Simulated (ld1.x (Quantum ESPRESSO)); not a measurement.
What one change does to a pseudopotential (molybdenum, PAW)

molybdenum (Mo), PAW, made with ld1.x (Quantum ESPRESSO) 7.5 (PBE, scalar-relativistic). Core [Kr], reference 4d5 5s0.5 5p0 (charge +0.5). Waves: 5s (bound): rcut 2.40, rcutus 2.80 bohr; 5s channel at 1 Ry: rcut 2.40, rcutus 2.80 bohr; 5p (bound, empty): rcut 2.55, rcutus 2.80 bohr; 5p channel at 2.8 Ry: rcut 2.55, rcutus 2.80 bohr; 4d (bound): rcut 2.25, rcutus 2.55 bohr; 4d channel at 0.1 Ry: rcut 2.25, rcutus 2.55 bohr. Local part: all-electron potential smoothed inside 2.05 bohr (lloc = -2). Core correction: Bessel-smoothed model core inside 1.70 bohr. Augmentation charge: BG, radius 2.25 bohr.

Change: functional PBEsol.

Cutoffs: the cutoffs (Ry, on a coarse ladder) from which the occupation-weighted sum of valence levels, in a spherical-Bessel basis at the reference potential, stays within 10 and 1 mRy of its value at 400 Ry; they do not see the model core or the augmentation charge, which bear on the density cutoff. Errors are all-electron minus pseudo energies relative to the spin-unpolarised reference configuration.

Q: What does the change do?

A: The potential gets neither clearly harder nor softer (15 Ry and 25 Ry → 15 Ry and 25 Ry); the errors of the 7 common tests hardly move; neither file shows a bound ghost.

| quantity | base | changed |
| --- | --- | --- |
| cutoff, loose | 15 Ry | 15 Ry |
| cutoff, tight | 25 Ry | 25 Ry |
| bound ghosts | none | none |
| error for 4d5 5s1 5p0, meV [ΔE -2.73 → -2.74 eV] | +0.2 | +0.2 |
| error for 4d5 5s0 5p0, meV [ΔE 4.16 eV] | -1.4 | -1.5 |
| error for 4d4 5s0 5p0, meV [ΔE 19.62 → 19.62 eV] | -80 | -79 |
| error for 4d4 5s1 5p0, meV [ΔE 5.34 → 5.34 eV] | -42 | -41 |
| error for 4d5.5 5s0.5 5p0, meV [ΔE -2.45 → -2.45 eV] | -4.1 | -4.0 |
| error for 4d3 5s0 5p0, meV [ΔE 46.37 → 46.34 eV] | -511 | -510 |
| error for 4d5 5s0 5p1, meV [ΔE 0.41 → 0.45 eV] | -0.2 | -0.2 |
| s: phases at 3.06 bohr within 0.05 rad from the reference energy up to (Ry; the scan ends near 5) | 2.3 | 2.3 |
| p: phases at 3.06 bohr within 0.05 rad from the reference energy up to (Ry; the scan ends near 5) | 3.3 | 3.3 |
| d: phases at 3.06 bohr within 0.05 rad from the reference energy up to (Ry; the scan ends near 5) | to the end of the scan | to the end of the scan |
| lowest overlap eigenvalue by channel | s 0.49, p 0.67, d 0.92 | s 0.49, p 0.67, d 0.93 |

Base: ld1.x warns that Blöchl-style (BG) augmentation functions are not a good idea. Changed file: ld1.x warns that Blöchl-style (BG) augmentation functions are not a good idea.
